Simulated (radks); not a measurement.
Task: Spherical jellium clusters: N electrons in a uniform positive sphere of charge N and radius rs N^(1/3), rs unknown. Method: non-relativistic Kohn-Sham, PBEsol, spin-polarised, spherical densities; computed with a radial shooting solver with Libxc functionals. Levels are named by radial order and angular momentum (1s, 1p, 1d, 2s, ...), and open shells are averaged over m. Each electron was tried in the lowest free levels, single moves between levels near the top were tried too, and the lowest total energy was kept; such a search can miss a lower state. The series stops at N = 16: beyond it a trial failed or the search could not be trusted, so later rows were left out. IP is vertical, at fixed background; rs is in bohr. The values of IP (eV) for N = 2 to 12 are 4.700, 3.569, 4.024, 4.254, 3.753, 4.046, 4.213, 3.209, 3.421, 3.580, 3.704. Estimate rs.

Result: rs = 4.54 bohr. A metal sphere has IP near W + 1/(2R) hartree with R = rs N^(1/3), and both terms fall as rs grows; shell closures ride on that trend.
